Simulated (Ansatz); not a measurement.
FLi, charge +1, doublet, at a GFN2-xTB geometry (such geometries of metal compounds can be far from the true shape) (a state made from the parent by changing its charge; the spin is typed, not shown lowest); HF/pcseg-1 (Ansatz, a quantum-chemistry and plane-wave program).

Input for Ansatz:
Ansatz 0.2 input:
```yaml
crystal:
  periodic: [false, false, false]
  atoms:
    - {symbol: Li, position_ang: [-0.00000000, -0.00000000, -1.66061298]}
    - {symbol: F, position_ang: [0.00000000, 0.00000000, 0.55353766]}
basis:
  gaussian:
    orbitals: pcseg-1.json
hamiltonian:
  xc: hf
total_charge: 1
magnetization: {spin_polarized: true, initial_magnetization: 1}
```
The basis file holds pcseg-1 in the JSON format of the Basis Set Exchange.

Output, abridged:

```
Functional definition: HF
252 factors; integrals over basis functions are off by at most 4.2e-4 eV
mean field evaluation 1: about -2897.6752 eV, gradient 2.8e1 eV
mean field evaluation 2: about -2897.6773 eV, gradient 2.8e1 eV
mean field evaluation 4: about -2900.1958 eV, gradient 6.1e-1 eV
mean field evaluation 8: about -2900.1962 eV, gradient 2.7e-4 eV
mean field evaluation 16: about -2900.0223 eV, gradient 4.0e-1 eV
mean field evaluation 32: about -2899.8095 eV, gradient 3.7e-1 eV
mean field -2900.19616082 eV, -106.5802430865 hartree, gradient 6.3e-6 eV, S^2 0.753099; 4 other end points of the search recorded, 0 dependent functions left out
reference -2900.19616082 eV, -106.5802430865 hartree; 6, 5 occupied and 17, 18 virtual orbitals, 252 factors
Total energy: -2900.19616082 eV, -106.5802430865 hartree
```
